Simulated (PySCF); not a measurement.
SMILES Fc1c(C)c(C#N)no1, C5H3FN2O

Molfile (atoms numbered from 1):
```
C5H3FN2O
     RDKit          3D

 12 12  0  0  0  0  0  0  0  0999 V2000
   -1.1911   -0.9851    0.0948 C   0  0  0  0  0  0  0  0  0  0  0  0
   -0.2607    0.1696    0.0831 C   0  0  0  0  0  0  0  0  0  0  0  0
    1.1367    0.1961   -0.2181 C   0  0  0  0  0  0  0  0  0  0  0  0
    1.9250   -0.9175   -0.5756 C   0  0  0  0  0  0  0  0  0  0  0  0
    2.5124   -1.8569   -0.8606 N   0  0  0  0  0  0  0  0  0  0  0  0
    1.6238    1.4124   -0.1223 N   0  0  0  0  0  0  0  0  0  0  0  0
    0.6142    2.2245    0.2332 O   0  0  0  0  0  0  0  0  0  0  0  0
   -0.4936    1.4876    0.3528 C   0  0  0  0  0  0  0  0  0  0  0  0
   -1.6003    2.1118    0.6981 F   0  0  0  0  0  0  0  0  0  0  0  0
   -0.8528   -1.7334    0.8102 H   0  0  0  0  0  0  0  0  0  0  0  0
   -2.1908   -0.6560    0.3662 H   0  0  0  0  0  0  0  0  0  0  0  0
   -1.2216   -1.4537   -0.8878 H   0  0  0  0  0  0  0  0  0  0  0  0
  1  2  1  0
  2  3  1  0
  3  4  1  0
  4  5  3  0
  3  6  2  0
  6  7  1  0
  7  8  1  0
  8  9  1  0
  8  2  2  0
  1 10  1  0
  1 11  1  0
  1 12  1  0
M  END
```

The calculation used PySCF 2.14.0, GIAO B97-2/pcSseg-1 magnetisability, rotational g tensor and spin-rotation constants, non-relativistic, gas phase. Geometry: GFN2-xTB.

Give the nuclear spin-rotation constants along the inertial axes (H = +C I·J) beside the isotropic shieldings.

Rotational constants 3.3899, 1.2861, 0.9378 GHz. A star marks the isotopologue with that one atom substituted, in its own axes.
```csv
atom,isotope,Caa (kHz),Cbb (kHz),Ccc (kHz),mean (kHz),σ (ppm)
N5,14N,0.189,0.283,0.224,0.232,-63.5
N6,14N,1.126,0.239,0.095,0.486,-144.2
F9,19F,4.047,1.953,0.445,2.148,285.1
H10,1H,-0.260,-0.112,-0.026,-0.133,29.6
H11,1H,-0.034,-0.087,-0.108,-0.076,29.5
H12,1H,-0.259,-0.112,-0.027,-0.133,29.6
C1,13C*,0.458,0.167,0.104,0.243,178.4
C2,13C*,1.114,0.451,0.124,0.563,84.0
C3,13C*,1.765,0.388,0.169,0.774,41.6
C4,13C*,0.060,0.525,0.402,0.329,73.3
O7,17O*,-1.568,-0.540,-0.178,-0.762,-42.4
C8,13C*,1.567,0.516,0.268,0.784,7.7
```
For the geometry as given, no vibrational averaging.
